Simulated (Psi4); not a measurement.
Approach curve of the dimer CH3Cl ··· C3H9Al (SMILES CCl and [CH3][Al]([CH3])[CH3]). Monomers: optimised at B3LYP-D3(BJ) (def2-TZVP and def2-SVP), held rigid. Orientation: lowest of the rigid-body minima from ten starts at GFN2-xTB. R is the distance of the centres of mass, along which the second monomer moves.

Method: SAPT0/jun-cc-pVDZ, frozen core (Psi4 1.11).

Components in kcal/mol:

| R / Å | electrostatics | exchange | induction | dispersion | total |
|---|---|---|---|---|---|
| 2.17 | -90.34 | 185.93 | -31.11 | -22.29 | 42.18 |
| 2.38 | -54.98 | 106.56 | -22.00 | -16.16 | 13.42 |
| 2.58 | -34.00 | 62.22 | -14.76 | -11.84 | 1.61 |
| 2.81 | -19.62 | 33.12 | -8.74 | -8.27 | -3.52 |
| 2.99 | -12.91 | 20.05 | -5.60 | -6.26 | -4.71 |
| 3.22 | -7.79 | 10.47 | -3.08 | -4.40 | -4.79 |
| 3.55 | -4.08 | 4.08 | -1.28 | -2.69 | -3.97 |
| 3.82 | -2.59 | 1.87 | -0.64 | -1.82 | -3.19 |
| 4.31 | -1.34 | 0.44 | -0.20 | -0.94 | -2.03 |
| 5.00 | -0.67 | 0.05 | -0.05 | -0.40 | -1.07 |
| 5.98 | -0.31 | 0.00 | -0.01 | -0.14 | -0.47 |
| 7.29 | -0.14 | 0.00 | 0.00 | -0.04 | -0.19 |
